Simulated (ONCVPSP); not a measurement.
## Sc (Z = 21), ONCV: configuration errors across variants

- Element: scandium
- Generator: ONCVPSP 4.0.1
- Type: optimised norm-conserving Vanderbilt (ONCV)
- Functional: LDA (Perdew-Wang 92)
- Relativity: scalar-relativistic
- Frozen core: [Ne]
- Valence charge: 11
- Reference configuration: 3s2 3p6 3d1 4s1.75 4p0.25
- Partial waves: 3s+4s: rc 1.75 bohr, ncon 5, nbas 10, qcut 8.5 1/bohr, 2 projectors; 3p+4p: rc 1.70 bohr, ncon 4, nbas 8, qcut 10.3 1/bohr, 2 projectors; 3d: rc 2.50 bohr, ncon 3, nbas 8, qcut 7.6 1/bohr, 1 projector; f scattering state at 0.3 Ha: rc 2.60 bohr, ncon 5, nbas 8, qcut 4.4 1/bohr, 3 projectors, debl 3.5 Ha
- Local potential: polynomial inside 1.15 bohr (lpopt 3, dvloc0 0 Ha)
- Core correction: polynomial model core, fcfact 0.25

All-electron excitation energies from the reference (eV): (1) 3s2 3p6 3d1 4s2 4p0 -0.697; (2) 3s2 3p6 3d1 4s1 4p0 6.364; (3) 3s2 3p6 3d1 4s0 4p0 19.320.

2 further variants failed, have other tests or too few solved ones, and are left out.

Errors AE − PS in meV (a dash: test not solved or not reliable):

```tsv
change	(1)	(2)	(3)	bound ghosts	GHOST(+) flags above zero
base	0.0	-0.4	-2.9	none	none
all radii but the core radius scaled by about 0.78 (s 1.36, p 1.32, d 1.94, f 2.02 bohr); local potential polynomial inside 0.90 bohr (lpopt 3, dvloc0 0 Ha)	0.0	-0.3	-1.4	none	s
all radii but the core radius scaled by about 0.87 (s 1.52, p 1.48, d 2.18, f 2.26 bohr); local potential polynomial inside 1.00 bohr (lpopt 3, dvloc0 0 Ha)	0.0	-0.3	-1.7	none	none
all radii but the core radius scaled by about 0.95 (s 1.66, p 1.62, d 2.36, f 2.46 bohr); local potential polynomial inside 1.08 bohr (lpopt 3, dvloc0 0 Ha)	0.0	-0.3	-2.4	none	none
all radii but the core radius scaled by about 1.03 (s 1.80, p 1.76, d 2.58, f 2.68 bohr); local potential polynomial inside 1.18 bohr (lpopt 3, dvloc0 0 Ha)	0.0	-0.4	-3.3	none	none
all radii but the core radius scaled by about 1.07 (s 1.88, p 1.82, d 2.68, f 2.78 bohr); local potential polynomial inside 1.22 bohr (lpopt 3, dvloc0 0 Ha)	0.0	-0.5	-4.2	none	none
```

Question: Give the same row for: all radii but the core radius scaled by about 1.17 (s 2.06, p 2.00, d 2.94, f 3.04 bohr); local potential polynomial inside 1.34 bohr (lpopt 3, dvloc0 0 Ha).

Answer: 0.0, -0.7, -6.6; bound ghosts: none; GHOST(+) flags above zero: none.
